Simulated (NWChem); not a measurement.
Program: NWChem. System: Cl$_{3}$Sb, charge 0, spin multiplicity 1, at a geometry optimised with B3LYP/def2-SVP with def2 effective core potentials on Sb. The structure started from a generated list of species. Level: G0W0@PBE0/def2-SVP with def2 effective core potentials on Sb, RI basis def2-svp-rifit, no spin-orbit coupling.

Input file:

```
start mol
memory heap 200 mb stack 700 mb global 1700 mb
geometry units angstroms nocenter noautoz
  Sb     0.002111     0.575013     0.000000
  Cl    -1.048430    -0.571170     1.812296
  Cl    -1.048430    -0.571170    -1.812296
  Cl     2.090526    -0.582699     0.000000
  symmetry group Cs
end
basis spherical
  * library def2-svp
end
ecp
  Sb library def2-ecp
end
basis "ri basis" bse spherical
  * library def2-svp-rifit
end
dft
  xc pbe0
  iterations 100
  direct
  tolerances tight
end
task dft energy
gw
  states alpha occ 4 vir 2
end
task dft gw
```

Output (cleaned and shortened):

```
             Northwest Computational Chemistry Package (NWChem) 7.3.0
             --------------------------------------------------------

                                NWChem Input Module
                                -------------------

 Scaling coordinates for geometry "geometry" by  1.889725989
 (inverse scale =  0.529177249)

 Turning off AUTOSYM since
 SYMMETRY directive was detected!

                             Geometry "geometry" -> ""
                             -------------------------

 Output coordinates in angstroms (scale by  1.889725989 to convert to a.u.)

  No.       Tag          Charge          X              Y              Z
 ---- ---------------- ---------- -------------- -------------- --------------
    1 Sb                  51.0000     0.00211100     0.57501300     0.00000000
    2 Cl                  17.0000    -1.04843000    -0.57117000     1.81229600
    3 Cl                  17.0000    -1.04843000    -0.57117000    -1.81229600
    4 Cl                  17.0000     2.09052600    -0.58269900     0.00000000

 Effective nuclear repulsion energy (a.u.)     702.9952310508

            Nuclear Dipole moment (a.u.)
            ----------------------------
        X                 Y               Z
 ---------------- ---------------- ----------------
    -0.0000321253     0.0000000000     0.0000000000

      Symmetry information
      --------------------

 Group name             Cs
 Group number              2
 Group order               2
 No. of unique centers     3

      Symmetry unique atoms

     1    2    4


 Summary of "ao basis" -> "" (spherical)
 ------------------------------------------------------------------------------
       Tag                 Description            Shells   Functions and Types
 ---------------- ------------------------------  ------  ---------------------
 *                          def2-svp                  on all atoms

 Summary of "ri basis" -> "" (spherical)
 ------------------------------------------------------------------------------
       Tag                 Description            Shells   Functions and Types
 ---------------- ------------------------------  ------  ---------------------
 *                       def2-svp-rifit               on all atoms

                                 NWChem DFT Module
                                 -----------------

 Summary of "ao basis" -> "ao basis" (spherical)
 ------------------------------------------------------------------------------
       Tag                 Description            Shells   Functions and Types
 ---------------- ------------------------------  ------  ---------------------
 Sb                         def2-svp                10       26   4s4p2d
 Cl                         def2-svp                 8       18   4s3p1d

 Summary of "ao basis" -> "ao basis" (spherical)
 ------------------------------------------------------------------------------
       Tag                 Description            Shells   Functions and Types
 ---------------- ------------------------------  ------  ---------------------
 Sb                         def2-svp                10       26   4s4p2d
 Cl                         def2-svp                 8       18   4s3p1d

      Symmetry analysis of basis
      --------------------------

        a'         49
        a"         31

            General Information
            -------------------
          SCF calculation type: DFT
          Wavefunction type:  closed shell.
          No. of atoms     :     4
          No. of electrons :    74
           Alpha electrons :    37
            Beta electrons :    37
          Charge           :     0
          Spin multiplicity:     1
          Use of symmetry is: on ; symmetry adaption is: on
          Maximum number of iterations: 100
          This is a Direct SCF calculation.
          AO basis - number of functions:    80
                     number of shells:    34
          Convergence on energy requested:  1.00D-06
          Convergence on density requested:  1.00D-05
          Convergence on gradient requested:  5.00D-04

              XC Information
              --------------
                         PBE0 Method XC Functional
                     Hartree-Fock (Exact) Exchange  0.250
          PerdewBurkeErnzerhof Exchange Functional  0.750
            Perdew 1991 LDA Correlation Functional  1.000 local
           PerdewBurkeErnz. Correlation Functional  1.000 non-local

             Grid Information
             ----------------
          Grid used for XC integration:  medium
          Radial quadrature: Mura-Knowles
          Angular quadrature: Lebedev.
          Tag              B.-S. Rad. Rad. Pts. Rad. Cut. Ang. Pts.
          ---              ---------- --------- --------- ---------
          Sb                  1.45      123           8.0       590
          Cl                  1.00       88          10.0       590
          Grid pruning is: on
          Number of quadrature shells:   299
          Spatial weights used:  Erf1

          Convergence Information
          -----------------------
          Convergence aids based upon iterative change in
          total energy or number of iterations.
          Levelshifting, if invoked, occurs when the
          HOMO/LUMO gap drops below (HL_TOL):  1.00D-02
          DIIS, if invoked, will attempt to extrapolate
          using up to (NFOCK): 10 stored Fock matrices.

                    Damping( 0%)  Levelshifting(0.5)       DIIS
                  --------------- ------------------- ---------------
          dE  on:    start            ASAP                start
[...]
 LUMO         =       0.009113

      Symmetry analysis of molecular orbitals - initial
      -------------------------------------------------

  Numbering of irreducible representations:

     1 a'          2 a"

  Orbital symmetries:

     1 a'          2 a'          3 a"          4 a'          5 a'
     6 a"          7 a'          8 a'          9 a"         10 a'
    11 a"         12 a'         13 a"         14 a'         15 a"
    16 a'         17 a'         18 a"         19 a'         20 a'
    21 a"         22 a"         23 a'         24 a'         25 a'
    26 a'         27 a"         28 a'         29 a"         30 a'
    31 a'         32 a"         33 a'         34 a"         35 a'
    36 a"         37 a'         38 a'         39 a"         40 a'
    41 a'         42 a"         43 a'         44 a'         45 a"
    46 a'         47 a'

   convergence    iter        energy       DeltaE   RMS-Dens  Diis-err    time
 ---------------- ----- ----------------- --------- --------- ---------  ------
 d= 0,ls=0.0,diis     1  -1619.9786430211 -2.01D+03  2.55D-02  6.50D-01     0.9
 d= 0,ls=0.0,diis     2  -1619.8559778946  1.23D-01  1.43D-02  1.41D+00     1.3
 d= 0,ls=0.0,diis     3  -1620.0828576562 -2.27D-01  1.33D-03  8.83D-03     1.8
 d= 0,ls=0.0,diis     4  -1620.0839831169 -1.13D-03  3.51D-04  9.26D-04     2.2
 d= 0,ls=0.0,diis     5  -1620.0841020470 -1.19D-04  5.28D-05  9.36D-06     2.7
 d= 0,ls=0.0,diis     6  -1620.0841036439 -1.60D-06  8.90D-06  6.23D-07     3.1
 d= 0,ls=0.0,diis     7  -1620.0841037496 -1.06D-07  2.31D-06  2.03D-08     3.6

         Total DFT energy =    -1620.084103749633
      One electron energy =    -3096.615059839027
           Coulomb energy =     1193.754483784061
    Exchange-Corr. energy =     -103.754989583875
 Nuclear repulsion energy =      386.531461889209

 Numeric. integr. density =       74.000000500171

     Total iterative time =      3.1s

                  Occupations of the irreducible representations
                  ----------------------------------------------

                     irrep           alpha         beta
                     --------     --------     --------
                     a'               23.0         23.0
                     a"               14.0         14.0

                       DFT Final Molecular Orbital Analysis
                       ------------------------------------

 Vector   35  Occ=2.000000D+00  E=-3.361169D-01  Symmetry=a'
              MO Center=  6.8D-01, -5.3D-01, -1.8D-16, r^2= 5.0D+00
   Bfn.  Coefficient  Atom+Function         Bfn.  Coefficient  Atom+Function
  ----- ------------  ---------------      ----- ------------  ---------------
    73      0.368972  4 Cl px                74      0.326304  4 Cl py
    70      0.265767  4 Cl px                37      0.249376  2 Cl px
    55      0.249376  3 Cl px                71      0.242507  4 Cl py
    34      0.187362  2 Cl px                52      0.187362  3 Cl px
    38     -0.164745  2 Cl py                56     -0.164745  3 Cl py

 Vector   36  Occ=2.000000D+00  E=-3.313621D-01  Symmetry=a"
              MO Center= -2.1D-03, -5.7D-01,  5.6D-15, r^2= 5.5D+00
   Bfn.  Coefficient  Atom+Function         Bfn.  Coefficient  Atom+Function
  ----- ------------  ---------------      ----- ------------  ---------------
    75      0.386086  4 Cl pz                37     -0.334359  2 Cl px
    55      0.334359  3 Cl px                72      0.281678  4 Cl pz
    34     -0.243939  2 Cl px                52      0.243939  3 Cl px
    39     -0.193040  2 Cl pz                57     -0.193040  3 Cl pz
    69      0.163714  4 Cl pz                31     -0.141780  2 Cl px

 Vector   37  Occ=2.000000D+00  E=-3.111707D-01  Symmetry=a'
              MO Center= -1.7D-04, -4.4D-02,  1.0D-15, r^2= 5.2D+00
   Bfn.  Coefficient  Atom+Function         Bfn.  Coefficient  Atom+Function
  ----- ------------  ---------------      ----- ------------  ---------------
     3      0.362792  1 Sb s                 38     -0.335405  2 Cl py
    56     -0.335405  3 Cl py                74     -0.336050  4 Cl py
    12      0.287377  1 Sb py                 4      0.277509  1 Sb s
    35     -0.231849  2 Cl py                53     -0.231849  3 Cl py
    71     -0.232248  4 Cl py                 1     -0.163312  1 Sb s

 Vector   38  Occ=0.000000D+00  E=-7.403213D-02  Symmetry=a'
              MO Center=  1.4D-02,  4.9D-01, -9.4D-16, r^2= 4.0D+00
   Bfn.  Coefficient  Atom+Function         Bfn.  Coefficient  Atom+Function
  ----- ------------  ---------------      ----- ------------  ---------------
    14      0.707385  1 Sb px                11      0.570345  1 Sb px
    73      0.295050  4 Cl px                74     -0.282299  4 Cl py
    66     -0.273035  4 Cl s                 39     -0.216621  2 Cl pz
    57      0.216621  3 Cl pz                 8     -0.194353  1 Sb px
     5     -0.155052  1 Sb px                71     -0.148255  4 Cl py

 Vector   39  Occ=0.000000D+00  E=-7.403189D-02  Symmetry=a"
              MO Center= -1.1D-02,  4.9D-01,  3.9D-15, r^2= 4.0D+00
   Bfn.  Coefficient  Atom+Function         Bfn.  Coefficient  Atom+Function
  ----- ------------  ---------------      ----- ------------  ---------------
    16      0.707390  1 Sb pz                13      0.570348  1 Sb pz
    38     -0.242743  2 Cl py                56      0.242743  3 Cl py
    30     -0.236469  2 Cl s                 48      0.236469  3 Cl s
    37     -0.217480  2 Cl px                55      0.217480  3 Cl px
    75     -0.204063  4 Cl pz                10     -0.194355  1 Sb pz

 Vector   40  Occ=0.000000D+00  E=-7.071344D-02  Symmetry=a'
              MO Center=  3.6D-04,  8.5D-02,  5.8D-15, r^2= 4.2D+00
   Bfn.  Coefficient  Atom+Function         Bfn.  Coefficient  Atom+Function
  ----- ------------  ---------------      ----- ------------  ---------------
     3      0.671122  1 Sb s                 15     -0.561184  1 Sb py
    12     -0.542631  1 Sb py                73      0.360055  4 Cl px
    39      0.311864  2 Cl pz                57     -0.311864  3 Cl pz
     1     -0.197678  1 Sb s                 70      0.191064  4 Cl px
    37     -0.180186  2 Cl px                55     -0.180186  3 Cl px

 center of mass
 --------------
 x =   0.00028232 y =   0.07698001 z =   0.00000000

 moments of inertia (a.u.)
 ------------------
        1085.585202168616           2.038766026107           0.000000000000
           2.038766026107        1640.565945480208           0.000000000000
           0.000000000000           0.000000000000        1085.571661453095

     Multipole analysis of the density
     ---------------------------------

     L   x y z        total         alpha         beta         nuclear
     -   - - -        -----         -----         ----         -------
     0   0 0 0     -0.000000    -37.000000    -37.000000     74.000000

     1   1 0 0      0.004311      0.058021      0.058021     -0.111730
     1   0 1 0      1.173754     15.799515     15.799515    -30.425276
     1   0 0 1      0.000000      0.000000      0.000000      0.000000

     2   2 0 0    -48.708986   -223.741603   -223.741603    398.774219
     2   1 1 0      0.013742      0.578790      0.578790     -1.143838
     2   1 0 1      0.000000      0.000000      0.000000      0.000000
     2   0 2 0    -44.967838    -66.173860    -66.173860     87.379882
     2   0 1 1      0.000000      0.000000      0.000000      0.000000
     2   0 0 2    -48.709071   -223.745217   -223.745217    398.781362

 Task  times  cpu:        3.5s     wall:        3.5s

                                NWChem Input Module
                                -------------------

                                 NWChem GW Module
                                 ----------------

                             ***********************
                             ***        GW       ***
                             ***********************

 Summary of "ri basis" -> "ri basis" (spherical)
 ------------------------------------------------------------------------------
       Tag                 Description            Shells   Functions and Types
 ---------------- ------------------------------  ------  ---------------------
 Sb                      def2-svp-rifit             30      114   9s8p7d4f2g
 Cl                      def2-svp-rifit             20       62   8s5p5d2f

                 Memory Information
                 ------------------
          Available GA per process is          1700.0 MBs
          Available stack per process is        700.0 MBs
          Available heap per process is           0.0 MBs

          Peak memory in Initialization
              Peak GA per process is                  7.7 MBs
              Peak stack per process is               0.0 MBs
              Peak heap per process is                8.2 MBs
              Memory not in MA per process            0.0 MBs

          Peak memory in AFF Calculation
              Peak GA per process is                 29.9 MBs
              Peak stack per process is              19.3 MBs
              Peak heap per process is                0.0 MBs
              Memory not in MA per process           19.3 MBs

          Computing 2-center integrals
          Computing Inverse Cholesky factor
          Computing 3-center integrals
          Computing V_xc ...

          Computing Sigma_x
          Computing RPA polarizability
          Solving quasiparticle equations

                  Alpha Orbitals
          State     Energy (eV)     Error (eV)
          -----------------------------------
@GW        34        -10.556           0.003
@GW        35        -10.556           0.003
@GW        36        -10.433           0.003
@GW        37         -9.755           0.003
@GW        38          0.631           0.002
@GW        39          0.631           0.002

   Applying  -1.2874 eV scissor-shift to rest of particle states

   Applying   2.6454 eV scissor-shift to rest of hole states

     GW Timing Statistics
   ------------------------
   Init.   :          0.0s
     ERIs  :          0.3s
     Distr.:          0.0s
     Vxc   :          0.5s
   Sigma_x :          0.0s
   RPA     :          0.7s
   Wmn     :          0.0s
   Sigma_c :          0.0s
   GW total:          1.6s

 Task  times  cpu:        1.6s     wall:        1.6s

 Total times  cpu:        5.2s     wall:        5.2s
```
